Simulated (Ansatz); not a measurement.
A structure relaxed at r2SCAN-D4/def2-TZVP in Ansatz, charge 0, singlet:

```xyz
8

Be   -0.579    0.854   -0.439
H    -1.268    1.882   -0.976
O     0.490    0.699    0.714
Be    0.578   -0.855    0.441
H     1.281   -1.880    0.964
O    -0.502   -0.702   -0.702
H     0.923    1.301    1.312
H    -0.922   -1.300   -1.313
```

Task: Give its formula, name or SMILES and point group.

Result: (HBe-mu-OH)2 (Be2O2H4). Point group D2h (tolerance 0.1 Å).

Task: Summarise the bond lengths by kind (pairs closer than 1.2 times the sum of covalent radii, bridged metal pairs left out).

Result: 4 × Be–O 1.58 Å; 2 × Be–H 1.35 Å; 2 × H–O 0.95 Å.
